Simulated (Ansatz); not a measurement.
Isolated molecules relaxed with PBE0-D4/def2-TZVP in Ansatz; ΔE leaves out vibrations. CBS: MP2 limit from def2 TZ/QZ plus the TZ coupled-cluster correction, frozen cores. def2 core potentials past Kr. For Te outer-core shells are correlated without core-valence functions, which leaves a few kJ/mol of doubt a bond. Each species was taken in one conformer, which may not be the lowest.

Consider the substitution at a C–C bond: `C=C(C)CCC` + H₂Te → `C=C(C)[TeH]` + propane.

| species | CCSD/CBS(def2) energy (Eh) |
| --- | --- |
| `C=C(C)CCC` | -235.48829 |
| H₂Te | -268.90026 |
| `C=C(C)[TeH]` | -385.42832 |
| `CCC` | -118.95971 |

Q: Work out ΔE.

A: ΔE = (-385.42832) + (-118.95971) − (-235.48829) − (-268.90026) = 0.00052 Eh = +0.01 eV. CCSD(T)/CBS gives -0.01 eV.

Largest T1 diagnostic among the species: 0.011.

In def2-TZVPP, CCSD(T) changes the Hartree–Fock value by −0.08 eV (the triples alone add −0.03 eV) and MP2 by −0.16 eV. From PBE to PBE0 (25 % exact exchange), in def2-TZVPP and without D4, ΔE moves by +0.06 eV.
